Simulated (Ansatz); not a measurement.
Geometry optimisation, RKS PBE-D4/def2-SVP in Ansatz 0.2.0.

Input file:

```yaml
crystal:
  periodic: [false, false, false]
  atoms:
    - { symbol: C, position_ang: [-0.0601, 0.4789, 1.1757] }
    - { symbol: C, position_ang: [-0.5232, -0.1965, 0.1149] }
    - { symbol: B, position_ang: [0.3452, -0.3898, -1.169] }
    - { symbol: F, position_ang: [-0.0394, -1.1665, -2.2666] }
    - { symbol: F, position_ang: [1.6949, 0.1976, -1.248] }
    - { symbol: H, position_ang: [-0.7567, 0.6552, 2.0254] }
    - { symbol: H, position_ang: [0.8941, 1.0031, 1.1818] }
    - { symbol: H, position_ang: [-1.4626, -0.6391, 0.1299] }
basis:
  gaussian: { orbitals: def2-SVP }
hamiltonian:
  xc: pbe
  dispersion: d4
relax:
  f_tol: 0.02
  max_steps: 50
```

Run as:

```bash
$ ansatz run input.yaml --threads 2 --pin off --max-ram 3072MiB --backend cpu --events-out ev --progress --plain --runs-dir out
```

Question: Where does it end, and by what steps?

Answer: It converged. After 9 steps the energy has fallen by 0.529 eV; F5 moved furthest, 0.09 Å.

```
step  energy less start (eV)  largest force component (eV/Å)  accepted
   0                  0.0000                           3.548       yes
   1                 -0.1787                           1.869       yes
   2                 -0.3852                           2.045       yes
   3                 -0.4179                           1.090       yes
   4                 -0.4330                           1.215       yes
   5                 -0.4724                           0.442       yes
   6                 -0.5233                           0.116       yes
   7                 -0.5283                           0.051       yes
   8                 -0.5286                           0.031       yes
   9                 -0.5287                           0.010       yes
```

```xyz
8
Properties=species:S:1:pos:R:3
C -0.090 0.514 1.156
C -0.502 -0.202 0.087
B 0.396 -0.392 -1.167
F -0.009 -1.106 -2.219
F 1.614 0.151 -1.247
H -0.718 0.654 2.053
H 0.904 0.992 1.172
H -1.503 -0.667 0.108
```

Whether the end is a true minimum wasn't checked by a vibrational analysis.

The run took 9.9 s on 2 threads of AMD EPYC 7R13 Processor (Zen 3) (shared host), peak memory 0.14 GiB.
